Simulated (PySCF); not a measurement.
C2H2N3, multiplicity 2. Atoms are numbered in the order given.

```xyz
7

C      1.1542     0.0005     0.0000
N      0.4804    -1.1190     0.0000
N     -0.7953    -0.6424     0.0000
C     -0.7863     0.7121     0.0000
N      0.4675     1.1449     0.0000
H     -1.5846    -1.2807     0.0000
H     -1.6905     1.3210     0.0000
```
Charge 0, spin multiplicity 2.

Geometry: B3LYP-D3(BJ)/def2-SVP. The isomer is the one that the SMILES or the coordinates give; other isomers of the formula were not compared.

The numbers are results of ωB97X/def2-TZVP in PySCF, not measurements.

ESP charges are fitted to the potential on shells at 1.4 to 2.0 van der Waals radii. Atomic charges (e):

```csv
atom,ESP fit,meta-Löwdin,Mulliken,Löwdin,Mulliken spin
C1,0.35,0.15,0.20,-0.22,0.94
N2,-0.44,-0.25,-0.27,-0.01,-0.05
N3,-0.02,-0.08,-0.11,0.12,0.04
C4,0.21,0.06,0.10,-0.29,0.05
N5,-0.48,-0.30,-0.35,0.07,0.02
H6,0.28,0.27,0.27,0.19,0.00
H7,0.11,0.15,0.17,0.14,0.00
```

Computed Mayer and Wiberg (Löwdin basis) orders of the bonds:
```
bond   Mayer  Wiberg
-----  -----  ------
C1–N2   1.66    2.07
N2–N3   1.08    1.46
N3–C4   1.31    1.65
C1–N5   1.41    1.81
C4–N5   1.53    1.85
N3–H6   0.90    0.89
C4–H7   0.95    0.88
```
